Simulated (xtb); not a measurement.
Here is a job for xtb.
```
$ xtb mol.xyz --gfn 0 --chrg 0 --uhf 1 --json

# file mol.xyz
17

C      3.04296540     0.20887292    -0.76806402
C      2.32488146    -0.74345155     0.18354317
O      1.10318008    -0.22089806     0.63819686
B     -0.00591694    -0.03338243    -0.12408830
O     -1.04715054     0.53700799     0.53683855
C     -2.31650449     0.79071310    -0.00786379
C     -3.09326222    -0.49263975    -0.28674651
H      2.43096631     0.37610065    -1.65201674
H      3.21355285     1.16465728    -0.27929264
H      3.99829720    -0.21333328    -1.06775435
H      2.93689489    -0.91344580     1.07635483
H      2.16129589    -1.70981034    -0.31493109
H     -2.85075642     1.39942565     0.73011658
H     -2.22091732     1.37343548    -0.93543259
H     -2.55830446    -1.09452267    -1.01848251
H     -3.19693515    -1.07090277     0.62779440
H     -4.08122629    -0.25453973    -0.67141078
```

### Question
Predict the partial charges in atom order from GFN0-xTB in xtb 6.7.1.

### Answer
C1 -0.42, C2 0.12, O3 -0.34, B4 0.22, O5 -0.34, C6 0.12, C7 -0.42, H8 0.14, H9 0.15, H10 0.12, H11 0.06, H12 0.05, H13 0.06, H14 0.05, H15 0.14, H16 0.15, H17 0.12

### Question
What is the computed total energy (GFN0-xTB)?

### Answer
-21.8600 Eh
